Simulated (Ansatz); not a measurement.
Gas-phase reaction in SMILES: OB(O)F [fluoroboronic acid] -> [O]B(O)F + H atom (the H-O bond at the site shown breaks; other sites are not compared here)
Each molecule is optimised on its own at B3LYP-D3(BJ)/def2-TZVP (Ansatz, a program for electronic structure), one conformer each, not searched for the lowest. Frequencies are from Ansatz.

Quantity: bond dissociation energy (0 K, with B3LYP-D3(BJ) harmonic zero-point energies), in kcal/mol. Cores are frozen in the correlated levels unless marked. Open shells are spin-unrestricted. Spin-orbit coupling is left out. No relativistic terms. CBS(X,Y): correlation extrapolated as X^-3; Hartree-Fock from the larger set.

| level | program | bond dissociation energy (kcal/mol) |
|---|---|---|
| r2SCAN-D3(BJ)/def2-TZVPD | Ansatz + dftd3 | 111.8 |
| PBE0/STO-3G | Ansatz | 109.7 |
| LC-wPBE-D3(BJ)/def2-TZVPD | Ansatz + dftd3 | 114.4 |
| B2GP-PLYP-D3(BJ)/def2-TZVPD | Ansatz + dftd3 | 115.4 |

Q: Predict the CCSD(T)/CBS(cc-pVTZ,cc-pVQZ) result (Ansatz).

A: 119.3 kcal/mol, so B2GP-PLYP-D3(BJ)/def2-TZVPD differs from it by -3.9 kcal/mol.
